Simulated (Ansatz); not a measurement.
Cl2FGeO (`[O][Ge]([F])([Cl])[Cl]`) radical, relaxed with UKS PBE0-D4/def2-TZVP in the Gaussian-basis code of Ansatz from a PBE-D4/def2-SVP geometry. The force threshold is 0.005 eV/Å; the program also tests the step.

Total charge 0; spin multiplicity 2.

Start:

```xyz
5

O     1.307   -1.255    0.041
Ge    0.069    0.020   -0.028
F     0.647    1.486   -0.763
Cl   -0.489    0.473    1.990
Cl   -1.534   -0.724   -1.239
```

```json
{"step": "1", "energy (eV)": "-86312.0781", "largest force (eV/Å)": "0.625", "largest move (Å)": "0.000"}
{"step": "2", "energy (eV)": "-86312.1212", "largest force (eV/Å)": "0.232", "largest move (Å)": "0.033"}
{"step": "3", "energy (eV)": "-86312.1239", "largest force (eV/Å)": "0.062", "largest move (Å)": "0.013"}
{"step": "4", "energy (eV)": "-86312.1241", "largest force (eV/Å)": "0.005", "largest move (Å)": "0.006"}
```

End:

```xyz
5

O     1.315   -1.230    0.030
Ge    0.052    0.013   -0.022
F     0.644    1.446   -0.745
Cl   -0.491    0.475    1.957
Cl   -1.521   -0.704   -1.220
```

Hardware: 4 threads of an Arm Neoverse V1 on a shared host. Wall time 91 s, peak host memory 1.2 GiB.
